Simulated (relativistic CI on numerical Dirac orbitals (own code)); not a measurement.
**Ce38+: q coefficients and field-shift factors**

Calculated at this level of theory: Dirac-Coulomb-Breit CI, separate exchange-only KLI orbitals for each configuration, derivatives by finite differences, unscaled Slater integrals, QED left out (own radial code, finite nucleus).

Configuration list (outside the closed core [Ne]): 3s2 3p6 3d2, 3s2 3p5 3d3, 3s 3p6 3d3, 3s2 3p6 3d 4s, 3s2 3p6 3d 4p, 3s2 3p6 4s2. Double excitations out of closed p, d and f shells are left out; levels of such configurations are missing from the list, as are those of other unlisted configurations, and high levels can miss mixing partners.

With x = (α/α₀)² − 1 an excitation energy changes as ω = ω₀ + qx; K = 2q/ω₀ is the relative enhancement. Terms are leading LS components, so labels can repeat. The field-shift factor is F = δν/δ⟨r²⟩ for the transition from the lowest level.

Lowest level 3s2 3p6 3d2 3F_2.

```tsv
Level	ω₀ (cm⁻¹)	q (cm⁻¹)	K	F (GHz/fm²)
3s2 3p6 3d2 3P_0	129790	19640	0.303	0.13
3s2 3p6 3d2 3F_3	168993	184700	2.19	2.1
3s2 3p6 3d2 3P_2	233722	182600	1.56	1.77
3s2 3p6 3d2 3F_4	243773	202400	1.66	2.37
3s2 3p6 3d2 3P_1	258201	189300	1.47	1.71
3s2 3p6 3d2 1G_4	396020	353200	1.78	4.02
3s2 3p6 3d2 3P_2	434041	374800	1.73	3.88
3s2 3p6 3d2 1S_0	596968	359500	1.2	4.69
3s2 3p5 3d3 5F°_2	1566460	79230	0.101	5.95
3s2 3p5 3d3 5D°_1	1579856	95870	0.121	5.91
3s2 3p5 3d3 5D°_0	1607987	105500	0.131	6.07
3s2 3p5 3d3 5G°_3	1630581	100000	0.123	6.27
3s2 3p5 3d3 5D°_3	1697745	220400	0.26	7.58
```

At this charge energies of transitions that change n are usually good to better than 1 %, and those within a shell (Δn = 0) to a few per cent. Terms inside the open d or f shell come out 10 to 20 % too wide with unscaled integrals.
